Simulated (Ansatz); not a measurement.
Relaxation of CH4Al2ClN (9 atoms, charge 0, multiplicity 1), to a largest force component of 0.02 eV/Å in at most 50 steps.

Theory: UKS BLYP/def2-SVP (Ansatz).

```xyz
9
Properties=species:S:1:pos:R:3
N -1.487 -0.842 0.701
C -0.482 -0.215 0.255
Al 0.239 1.301 1.250
Al 0.490 -0.786 -1.412
Cl 2.237 0.234 -2.136
H -1.954 -1.577 0.184
H -0.406 1.792 2.614
H 1.625 2.052 0.726
H -0.174 -2.005 -2.199
```

Question: Where does it end, and by what steps?

Answer: It converged. After 11 steps the energy has fallen by 0.317 eV; Cl5 moved furthest, 0.48 Å.

```
step  energy less start (eV)  largest force component (eV/Å)  accepted
   0                  0.0000                           2.151       yes
   1                 -0.1282                           1.280       yes
   2                 -0.1802                           1.933       yes
   3                 -0.2885                           0.470       yes
   4                 -0.2821                           0.416        no
   5                 -0.3060                           0.203       yes
   6                 -0.3099                           0.079       yes
   7                 -0.3134                           0.072       yes
   8                 -0.3156                           0.096       yes
   9                 -0.3151                           0.107        no
  10                 -0.3168                           0.034       yes
  11                 -0.3170                           0.013       yes
```

```xyz
9
Properties=species:S:1:pos:R:3
N -1.384 -0.721 0.664
C -0.314 -0.121 0.208
Al 0.247 1.388 1.409
Al 0.456 -0.848 -1.501
Cl 2.179 -0.082 -2.492
H -1.697 -1.520 0.056
H -0.637 1.724 2.691
H 1.566 2.226 1.071
H -0.326 -2.093 -2.123
```

Whether the end is a true minimum wasn't checked by a vibrational analysis.

Run time: 33 s on 2 threads of AMD EPYC 7R13 Processor (Zen 3), on a shared host, peak memory 0.21 GiB.
